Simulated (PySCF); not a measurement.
Coordinates in bohr (charge 0 multiplicity 1):
```
In    0.0000    0.0000   -0.0882
O     0.0000    0.0000   -3.5330
F     0.0000    0.0000    3.5069
```

Method: PySCF, PBE0, basis In def2-TZVP with ECP28, O def2-TZVP, F def2-TZVP (scalar-relativistic core potentials, no spin–orbit coupling, density fitting).

This geometry of InOF is a stationary point at this level.

Question: What is the point group?

Answer: C∞v.

Question: Is it a minimum?

Answer: Yes: all harmonic wavenumbers are real.

Question: List the harmonic modes with their infrared intensities.

Answer: 
| symmetry | ω (cm⁻¹) | IR (km/mol, summed over degenerate members) | type |
| --- | --- | --- | --- |
| π | 152 | 69.8 | bend |
| σ+ | 614 | 45.3 | stretch |
| σ+ | 820 | 58.6 | stretch |

Question: Give the ideal-gas entropy at 298.15 K and 1 bar by parts.

Answer: translation 171.3, rotation 69.1, vibration 24.8, spin 0.0; total 265.2 J/(mol K).

Question: What is the atomisation energy, with and without zero-point energy?

Answer: 710 kJ/mol without, 700 kJ/mol with.

In C∞v the vibrations span π + 2σ+.

Only a few start shapes were tried, so a lower isomer may exist.
